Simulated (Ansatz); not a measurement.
ClGa, charge -1, doublet, at a GFN2-xTB geometry (such geometries of metal compounds can be far from the true shape) (a state made from the parent by changing its charge; the spin is typed, not shown lowest) (a gas-phase anion, which may not be bound at this level).

Input for Ansatz (an electronic-structure program):
Ansatz 0.2 input:
```yaml
crystal:
  periodic: [false, false, false]
  atoms:
    - {symbol: Ga, position_ang: [-0.00000000, -0.00000000, -0.85496772]}
    - {symbol: Cl, position_ang: [0.00000000, 0.00000000, 1.55905878]}
basis:
  gaussian:
    orbitals: 6-31G__.json
hamiltonian:
  xc: pbe0
total_charge: -1
magnetization: {spin_polarized: true, initial_magnetization: 1}
```
The basis file holds 6-31G** in the JSON format of the Basis Set Exchange.

### Question
Estimate the <S^2> that PBE0/6-31G** (Ansatz) returns for this input.

### Answer
0.753

### Question
Estimate the total energy that PBE0/6-31G** returns for this input.

### Answer
-2384.4284 Eh

### Question
What is the computed number of basis functions (PBE0/6-31G**)?

### Answer
54

A gas-phase anion may not be bound at this level; its values then depend on the basis.
